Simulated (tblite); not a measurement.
Record of a relaxation.

C3H9FOSi2.
SMILES with atom numbers: `[CH3:1][O:2]/[C:3]([SiH3:4])=[CH:5]\[SiH2:6][F:7]` (hydrogens: H8, H9, H10 on C1; H11, H12, H13 on Si4; H14 on C5; H15, H16 on Si6)

Computed with GFN2-xTB (tblite), gas phase: L-BFGS steps from a force-field or distance-geometry start until the largest atomic force falls under 0.01 eV/Å. 11 of its 156 geometries are shown.

Step 0: E = -633.3235 eV, largest atomic force 2.604 eV/Å
```
atom  x, y, z in Å  |  force x, y, z in eV/Å
C1     -0.174    1.971    0.824   -2.104   1.532   0.094
O2      0.757    1.021    0.495    2.044   0.324   0.330
C3      0.681   -0.315    0.262   -0.610   0.583  -0.035
Si4     2.139   -1.354    0.721    0.888  -1.062   0.579
C5     -0.340   -0.963   -0.272   -0.607  -1.389  -0.353
Si6    -1.883   -0.164   -0.823   -1.359   0.265  -0.384
F7     -2.918   -1.289   -1.457    0.732   0.853   0.439
H8      0.301    2.946    1.196   -0.006  -1.494  -0.640
H9     -0.872    1.676    1.641    0.467  -0.180  -0.250
H10    -0.864    2.267   -0.033    0.832  -0.244   0.665
H11     2.446   -2.344   -0.342   -0.100   0.317   0.166
H12     1.723   -2.162    1.910    0.145   0.263  -0.289
H13     3.308   -0.563    1.039    0.197   0.189   0.048
H14    -0.261   -2.052   -0.421    0.183   0.641   0.142
H15    -1.550    0.851   -1.839   -0.357  -0.302  -0.096
H16    -2.502    0.481    0.354   -0.344  -0.299  -0.416
```

Step 16: E = -633.9837 eV, largest atomic force 0.190 eV/Å
```
atom  x, y, z in Å  |  force x, y, z in eV/Å
C1     -0.099    1.892    0.835   -0.052   0.068   0.027
O2      0.963    0.987    0.676   -0.059  -0.024   0.032
C3      0.710   -0.295    0.301    0.028  -0.075   0.028
Si4     2.212   -1.356    0.775    0.112  -0.147   0.046
C5     -0.405   -0.817   -0.230   -0.037   0.013  -0.021
Si6    -2.009   -0.069   -0.829   -0.054   0.033  -0.024
F7     -2.903   -1.257   -1.456    0.092  -0.094   0.038
H8      0.341    2.829    1.172    0.077   0.025  -0.003
H9     -0.793    1.531    1.599   -0.073  -0.016  -0.038
H10    -0.643    2.062   -0.096    0.021   0.018  -0.012
H11     2.490   -2.273   -0.339    0.005   0.040   0.096
H12     1.832   -2.130    1.972    0.065   0.066  -0.124
H13     3.363   -0.499    1.074   -0.127  -0.044  -0.053
H14    -0.336   -1.881   -0.426    0.023   0.022  -0.002
H15    -1.844    0.820   -1.974   -0.012   0.062  -0.028
H16    -2.887    0.466    0.204   -0.010   0.053   0.039
```

Step 31: E = -634.0099 eV, largest atomic force 0.104 eV/Å
```
atom  x, y, z in Å  |  force x, y, z in eV/Å
C1     -0.097    1.897    0.839   -0.008   0.050  -0.002
O2      0.942    0.952    0.760   -0.053  -0.037   0.018
C3      0.697   -0.318    0.335   -0.066  -0.004  -0.003
Si4     2.216   -1.377    0.774   -0.037   0.013  -0.017
C5     -0.412   -0.805   -0.236   -0.011   0.011  -0.025
Si6    -2.018   -0.048   -0.826    0.025  -0.075   0.012
F7     -2.820   -1.322   -1.409   -0.036   0.012  -0.001
H8      0.369    2.814    1.201   -0.013  -0.010   0.013
H9     -0.866    1.573    1.549    0.039   0.007  -0.096
H10    -0.560    2.089   -0.134    0.052  -0.037   0.061
H11     2.505   -2.297   -0.326   -0.007  -0.004  -0.018
H12     1.885   -2.156    1.971    0.024   0.007   0.017
H13     3.327   -0.466    1.024    0.026  -0.005   0.010
H14    -0.354   -1.864   -0.476    0.039   0.079   0.019
H15    -1.909    0.839   -1.982    0.017   0.001  -0.007
H16    -2.913    0.498    0.189    0.011  -0.009   0.017
```

Step 46: E = -634.0230 eV, largest atomic force 0.026 eV/Å
```
atom  x, y, z in Å  |  force x, y, z in eV/Å
C1     -0.090    1.912    0.840    0.007  -0.009  -0.010
O2      0.896    0.911    0.895    0.015   0.000   0.014
C3      0.672   -0.329    0.386    0.000   0.003   0.010
Si4     2.211   -1.380    0.775   -0.011   0.016   0.001
C5     -0.407   -0.797   -0.254    0.012  -0.004  -0.009
Si6    -2.031   -0.067   -0.820    0.006   0.000   0.008
F7     -2.855   -1.337   -1.379    0.009   0.002  -0.002
H8      0.373    2.802    1.266   -0.020  -0.006  -0.003
H9     -0.968    1.638    1.429    0.005  -0.010  -0.012
H10    -0.396    2.116   -0.189   -0.012   0.002  -0.006
H11     2.452   -2.293   -0.345   -0.008   0.007   0.024
H12     1.958   -2.156    1.994   -0.001   0.008  -0.014
H13     3.328   -0.463    0.977    0.008  -0.017  -0.010
H14    -0.308   -1.836   -0.550   -0.006  -0.012  -0.010
H15    -1.933    0.813   -1.983   -0.003   0.011   0.010
H16    -2.909    0.474    0.213   -0.002   0.009   0.007
```

Step 62: E = -634.0246 eV, largest atomic force 0.031 eV/Å
```
atom  x, y, z in Å  |  force x, y, z in eV/Å
C1     -0.100    1.906    0.830    0.004  -0.011  -0.002
O2      0.893    0.912    0.906   -0.012   0.013  -0.006
C3      0.679   -0.326    0.389    0.006   0.009   0.006
Si4     2.213   -1.381    0.780    0.002   0.005  -0.001
C5     -0.396   -0.792   -0.260    0.003   0.004   0.000
Si6    -2.025   -0.061   -0.809   -0.018   0.024  -0.009
F7     -2.847   -1.328   -1.379    0.006   0.002  -0.004
H8      0.340    2.801    1.270    0.008  -0.004   0.000
H9     -0.989    1.620    1.395    0.001  -0.004   0.011
H10    -0.385    2.109   -0.205    0.010   0.004  -0.001
H11     2.432   -2.310   -0.331   -0.003  -0.006   0.007
H12     1.959   -2.141    2.007    0.004   0.009   0.000
H13     3.351   -0.484    0.956   -0.009  -0.005  -0.003
H14    -0.294   -1.828   -0.565   -0.002  -0.015  -0.006
H15    -1.939    0.840   -1.958    0.000  -0.008   0.005
H16    -2.901    0.471    0.230    0.001  -0.017   0.001
```

Step 78: E = -634.0278 eV, largest atomic force 0.060 eV/Å
```
atom  x, y, z in Å  |  force x, y, z in eV/Å
C1     -0.093    1.904    0.825   -0.014   0.049   0.014
O2      0.898    0.912    0.905    0.008  -0.036  -0.001
C3      0.689   -0.320    0.372   -0.038  -0.025  -0.033
Si4     2.207   -1.384    0.792   -0.018  -0.008  -0.009
C5     -0.380   -0.772   -0.297   -0.035  -0.042  -0.007
Si6    -2.033   -0.060   -0.804    0.045  -0.038   0.013
F7     -2.798   -1.315   -1.474    0.010   0.029   0.010
H8      0.331    2.781    1.312   -0.009   0.027   0.025
H9     -1.004    1.598    1.344    0.011   0.013   0.007
H10    -0.336    2.148   -0.212    0.005  -0.027  -0.015
H11     2.341   -2.424   -0.230    0.010   0.012   0.014
H12     1.986   -2.010    2.100    0.008   0.018  -0.010
H13     3.373   -0.506    0.838    0.013  -0.010  -0.008
H14    -0.282   -1.803   -0.621    0.035   0.006   0.022
H15    -1.988    0.925   -1.880   -0.011   0.026  -0.009
H16    -2.920    0.336    0.286   -0.021   0.006  -0.014
```

Step 93: E = -634.0318 eV, largest atomic force 0.037 eV/Å
```
atom  x, y, z in Å  |  force x, y, z in eV/Å
C1     -0.086    1.906    0.826    0.009  -0.005   0.000
O2      0.872    0.884    0.945    0.016  -0.002  -0.002
C3      0.681   -0.329    0.363    0.002   0.002   0.001
Si4     2.204   -1.381    0.799   -0.021  -0.001   0.031
C5     -0.369   -0.771   -0.340   -0.010  -0.015   0.012
Si6    -2.040   -0.069   -0.798   -0.008  -0.009  -0.003
F7     -2.748   -1.271   -1.613    0.017   0.029   0.003
H8      0.319    2.755    1.376    0.006   0.015  -0.008
H9     -1.042    1.614    1.262   -0.027  -0.019   0.016
H10    -0.239    2.185   -0.219    0.000  -0.002  -0.010
H11     2.230   -2.561   -0.067    0.002   0.013  -0.010
H12     2.057   -1.796    2.197    0.024   0.002   0.001
H13     3.408   -0.568    0.641   -0.019   0.000  -0.017
H14    -0.250   -1.790   -0.692   -0.005  -0.005  -0.008
H15    -2.048    1.043   -1.744    0.012  -0.004   0.001
H16    -2.953    0.157    0.320    0.001   0.003  -0.007
```

Step 108: E = -634.0354 eV, largest atomic force 0.044 eV/Å
```
atom  x, y, z in Å  |  force x, y, z in eV/Å
C1     -0.090    1.892    0.830    0.003  -0.005   0.010
O2      0.849    0.856    0.979   -0.010   0.002   0.017
C3      0.659   -0.354    0.391    0.010   0.008  -0.015
Si4     2.203   -1.381    0.810    0.023   0.019  -0.033
C5     -0.384   -0.785   -0.329   -0.002  -0.006   0.014
Si6    -2.042   -0.062   -0.801    0.008   0.003  -0.008
F7     -2.707   -1.200   -1.733   -0.001  -0.003   0.000
H8      0.316    2.741    1.379    0.010   0.007   0.005
H9     -1.061    1.620    1.250   -0.002  -0.017  -0.010
H10    -0.214    2.163   -0.220   -0.006   0.001  -0.002
H11     2.178   -2.623    0.038   -0.021   0.002   0.011
H12     2.183   -1.663    2.246    0.001  -0.005   0.006
H13     3.384   -0.585    0.473   -0.013  -0.005   0.005
H14    -0.266   -1.801   -0.692   -0.006  -0.003   0.010
H15    -2.022    1.115   -1.664   -0.004  -0.003  -0.002
H16    -2.996    0.077    0.298    0.011   0.004  -0.008
```

Step 124: E = -634.0366 eV, largest atomic force 0.024 eV/Å
```
atom  x, y, z in Å  |  force x, y, z in eV/Å
C1     -0.095    1.890    0.842   -0.002  -0.004   0.003
O2      0.849    0.857    0.988   -0.007  -0.001   0.000
C3      0.656   -0.355    0.404    0.005   0.010  -0.021
Si4     2.207   -1.379    0.803   -0.009  -0.001   0.015
C5     -0.389   -0.789   -0.311    0.007   0.006  -0.014
Si6    -2.036   -0.060   -0.812    0.001  -0.001   0.018
F7     -2.681   -1.188   -1.769   -0.007  -0.006   0.012
H8      0.300    2.735    1.404    0.003  -0.006   0.001
H9     -1.068    1.604    1.248   -0.001  -0.002  -0.004
H10    -0.211    2.170   -0.207   -0.003   0.001   0.006
H11     2.133   -2.649    0.081   -0.004   0.003   0.002
H12     2.236   -1.609    2.248    0.010  -0.001  -0.001
H13     3.379   -0.608    0.393    0.001  -0.001  -0.003
H14    -0.274   -1.808   -0.665   -0.001   0.001   0.003
H15    -2.011    1.124   -1.665    0.014   0.006  -0.008
H16    -3.002    0.072    0.277   -0.009  -0.004  -0.010
```

Step 140: E = -634.0374 eV, largest atomic force 0.013 eV/Å
```
atom  x, y, z in Å  |  force x, y, z in eV/Å
C1     -0.103    1.889    0.856    0.005  -0.006   0.002
O2      0.851    0.863    0.984   -0.002   0.003   0.003
C3      0.658   -0.350    0.405   -0.001   0.007  -0.007
Si4     2.208   -1.377    0.798   -0.001   0.002   0.004
C5     -0.390   -0.788   -0.305   -0.002   0.003  -0.006
Si6    -2.031   -0.058   -0.821   -0.006   0.004   0.000
F7     -2.670   -1.193   -1.774   -0.002   0.003  -0.001
H8      0.282    2.725    1.438   -0.003  -0.001   0.004
H9     -1.075    1.584    1.250    0.002   0.001   0.002
H10    -0.218    2.193   -0.187    0.000  -0.007  -0.001
H11     2.091   -2.670    0.123    0.004  -0.005   0.000
H12     2.284   -1.557    2.247    0.001   0.002   0.006
H13     3.380   -0.642    0.324   -0.001   0.002  -0.004
H14    -0.277   -1.810   -0.650   -0.002  -0.004  -0.004
H15    -1.982    1.122   -1.680   -0.001  -0.011   0.002
H16    -3.018    0.081    0.248    0.011   0.006  -0.002
```

Step 155: E = -634.0383 eV, largest atomic force 0.010 eV/Å
```
atom  x, y, z in Å  |  force x, y, z in eV/Å
C1     -0.115    1.871    0.883   -0.005   0.004  -0.001
O2      0.848    0.852    0.987   -0.002  -0.002   0.004
C3      0.655   -0.358    0.399    0.004  -0.001  -0.002
Si4     2.212   -1.373    0.794    0.004  -0.007   0.002
C5     -0.390   -0.791   -0.316    0.001   0.000   0.001
Si6    -2.022   -0.046   -0.842    0.007  -0.002  -0.001
F7     -2.702   -1.203   -1.739   -0.001  -0.002  -0.002
H8      0.271    2.704    1.470    0.000   0.002  -0.002
H9     -1.078    1.553    1.286    0.000   0.004   0.009
H10    -0.247    2.186   -0.155   -0.002   0.000  -0.004
H11     2.088   -2.692    0.172   -0.003   0.001   0.000
H12     2.322   -1.492    2.248   -0.001   0.000  -0.003
H13     3.370   -0.653    0.263    0.001  -0.001  -0.001
H14    -0.278   -1.811   -0.667   -0.001   0.004   0.000
H15    -1.947    1.092   -1.754    0.000   0.000  -0.001
H16    -2.994    0.170    0.227   -0.003   0.000   0.001
```

**Question.** Summarise the path.

**Answer.** The energy falls by 68.98 kJ/mol from step 0 to step 155; nine tenths of that is first reached at step 14. It rises by more than 0.2 meV at step 82. The largest force goes from 2.604 to 0.010 eV/Å. Among the bonds C1–H8 changes most, from 1.146 to 1.089 Å; the atoms move by 0.500 Å rms after alignment.

**Question.** Follow the three bonds and two angles with the largest change from start to end.

**Answer.** 
```tsv
step	E above end (kJ/mol)	largest force (eV/Å)	C1–H8 (Å)	C3–Si4 (Å)	C1–H10 (Å)	O2–C3–Si4 (°)	C1–O2–C3 (°)
0	68.98	2.604	1.146	1.848	1.139	117.8	133.2
7	18.47	0.547	1.086	1.895	1.101	111.6	124.0
13	7.04	0.237	1.092	1.906	1.093	109.0	120.7
20	4.26	0.154	1.090	1.905	1.092	108.0	120.1
27	3.05	0.080	1.088	1.902	1.090	107.7	120.5
34	2.29	0.099	1.090	1.903	1.091	107.2	121.1
40	1.61	0.042	1.090	1.901	1.093	106.9	121.2
47	1.47	0.029	1.090	1.904	1.092	107.1	121.3
54	1.38	0.033	1.090	1.902	1.093	107.2	121.0
61	1.33	0.021	1.089	1.903	1.092	107.4	120.8
67	1.30	0.030	1.089	1.902	1.093	107.7	120.7
74	1.19	0.039	1.089	1.903	1.092	107.5	120.7
81	0.89	0.055	1.090	1.900	1.093	106.9	120.8
88	0.74	0.036	1.090	1.900	1.093	106.5	121.0
94	0.61	0.054	1.089	1.902	1.093	106.4	121.1
101	0.46	0.045	1.090	1.901	1.092	106.0	121.1
108	0.28	0.044	1.089	1.901	1.092	105.8	121.1
115	0.23	0.011	1.089	1.900	1.092	105.8	121.0
121	0.20	0.023	1.090	1.900	1.092	106.0	121.0
128	0.14	0.020	1.089	1.900	1.092	106.1	120.9
135	0.10	0.013	1.090	1.901	1.092	106.2	121.0
142	0.09	0.017	1.090	1.900	1.092	106.2	121.1
148	0.06	0.019	1.090	1.901	1.092	106.0	121.0
155	0.00	0.010	1.089	1.900	1.092	105.6	121.1
```

The cost below is that of the whole relaxation. The run took 1.1 s wall on an Arm Neoverse V1 with one thread, shared host with 64 logical CPUs at a one-minute load of 33.
